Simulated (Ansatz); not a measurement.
```yaml
crystal:
  periodic: [false, false, false]
  atoms:
    - {symbol: S, position_ang: [-1.689016, 1.850283, 0.675775]}
    - {symbol: C, position_ang: [-0.644916, 0.659791, 0.464467]}
    - {symbol: C, position_ang: [0.783890, 0.520402, 0.189531]}
    - {symbol: Ge, position_ang: [-0.319873, -1.024052, -0.441974]}
    - {symbol: H, position_ang: [1.314158, 1.312849, -0.333622]}
    - {symbol: H, position_ang: [1.358343, 0.083975, 1.009245]}
    - {symbol: H, position_ang: [-0.766267, -1.143193, -1.895886]}
    - {symbol: H, position_ang: [0.055779, -2.317157, 0.276663]}
basis:
  gaussian: {orbitals: aug-pcseg-2}
magnetization: {spin_polarized: true, initial_magnetization: 1}
hamiltonian: {xc: {name: wPBEh}}
```

```sh
$ ansatz run in.yaml --threads 2 --pin off --events-out ev --progress --plain --max-ram 4352MiB
```

It prints (some lines left out):

```
Error: a molecule whose nuclei and cores have a total charge of 64 cannot have a net charge of 0 together with 1 unpaired electrons
```

Something in this input is off. What?

The number of unpaired electrons doesn't fit the electron count. The program refused the input.
